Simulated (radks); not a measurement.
Question: Neutral nitrogen, [He] 2s2 2p3. Calculated with a radial shooting solver on a logarithmic mesh with Libxc functionals: non-relativistic Kohn-Sham, exchange-only B88, spin-polarised, spherical densities, point nucleus. Every spin shell is full or empty, so the densities are truly spherical. Functionals are evaluated on that one density, not self-consistently. Rank these orbital-free kinetic functionals by their error against the exact value of the orbitals, and give that value: Thomas-Fermi, TF + vW, TF + vW/9, TF + vW/5, APBEK, revAPBEK, Perdew 92, LKT, PG1, Ernzerhof.

Answer: Exact: 54.4009 hartree. From best to worst, with 100 (|E| - |E exact|)/|E exact| (equal figures are ties): Perdew 92 -0.17, APBEK +0.18, TF + vW/9 -0.19, revAPBEK +0.82, Ernzerhof +1.25, TF + vW/5 +7.01, Thomas-Fermi -9.19, PG1 +37.95, LKT +44.89, TF + vW +71.78.
